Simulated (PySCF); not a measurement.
Species: C6H8S.
SMILES: `C=C(C=C)C(C)=S`

Torsions of this conformer, `[CH2:1]=[CH:2][C:3](=[CH2:4])[C:5]([CH3:6])=[S:7]`: C1–C2–C3–C4 176°, C2–C3–C5–C6 127°.

The closed-shell ground state was solved at several levels (PySCF, density fitting, gas phase, non-relativistic). The structure is a single PBE0-D3(BJ)/def2-SVP conformer in the gas phase; no vibrational or solvent corrections.

| level | basis functions | HOMO (eV) | LUMO (eV) | gap (eV) | dipole (D) |
| --- | --- | --- | --- | --- | --- |
| wB97X-D/pcSseg-1 | 166 | -8.24 | -0.54 | 7.70 | 2.67 |
| wB97X-D/def2-SVPD | 211 | -8.23 | -0.59 | 7.64 | 2.70 |

Q: Estimate the row for PBE0/pcSseg-1, a basis of 166 functions; the other rows only guide the guess.

A: HOMO -6.35 eV, LUMO -2.26 eV, gap 4.09 eV, dipole 2.60 D.

Q: Over all these levels, which gives the widest orbital gap and which the narrowest?

A: wB97X-D/pcSseg-1 (range-separated hybrid) has the widest, 7.70 eV, and PBE0/pcSseg-1 (global hybrid, 25 % exact exchange) the narrowest, 4.09 eV. The two share the basis. From the narrowest to the widest the HOMO moves by -1.89 eV and the LUMO by +1.72 eV.

Q: How far do the dipole and the HOMO energy spread over the levels?

A: The dipole runs from 2.60 to 2.70 D (mean 2.66 D) and the HOMO from -8.24 to -6.35 eV.
